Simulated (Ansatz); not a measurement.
A search over several starts for the lowest SCF solution of (HCd-mu-Cl)2 (Cd2H2Cl2) at the given spin, in a small basis.

```yaml
crystal:
  periodic: [false, false, false]
  atoms:
    - {symbol: Cd, position_ang: [1.448777, -0.248219, 1.136462]}
    - {symbol: H, position_ang: [2.758904, -0.477112, 2.159560]}
    - {symbol: Cl, position_ang: [1.078140, 0.545452, -1.256094]}
    - {symbol: Cd, position_ang: [-1.449383, 0.249144, -1.135476]}
    - {symbol: H, position_ang: [-2.756873, 0.466041, -2.164554]}
    - {symbol: Cl, position_ang: [-1.079575, -0.535296, 1.260101]}
basis:
  gaussian: {orbitals: def2-SVP, initial_orbitals: start.molden}
hamiltonian: {xc: pbe0, dispersion: d4}
output: {orbitals: {seedname: orbitals}}
```

The file start.molden holds the orbitals of an earlier run on this structure, at another level or in another basis.

```sh
$ ansatz run in.yaml --threads 4 --pin off --events-out ev --progress --plain --max-ram 3916MiB
```

Output, abridged:

```
Functional definition: PBE0
1074 factors; integrals over basis functions are off by at most 6.7e-4 eV
mean field evaluation 1: about -34192.0383 eV, gradient 7.6e0 eV
mean field evaluation 2: about -34192.1870 eV, gradient 1.8e-1 eV
mean field evaluation 4: about -34192.4153 eV, gradient 1.7e-3 eV
mean field evaluation 8: about -34190.2848 eV, gradient 2.8e1 eV
mean field evaluation 16: about -34192.4153 eV, gradient 3.8e-2 eV
mean field -34192.41527003 eV, -1256.5480847221 hartree, gradient 2.9e-5 eV, S^2 0.000000; 1 other end points of the search recorded, 0 dependent functions left out
reference -34192.41530995 eV, -1256.5480861893 hartree; 38, 38 occupied and 70, 70 virtual orbitals, 1074 factors
Total energy: -34192.60513017 eV, -1256.5550619534 hartree
```

Hardware: 4 threads of Arm Neoverse V2 on a shared host. Wall time 1.8 s.

In the def2 sets Cd takes a core potential; there is no spin–orbit coupling.
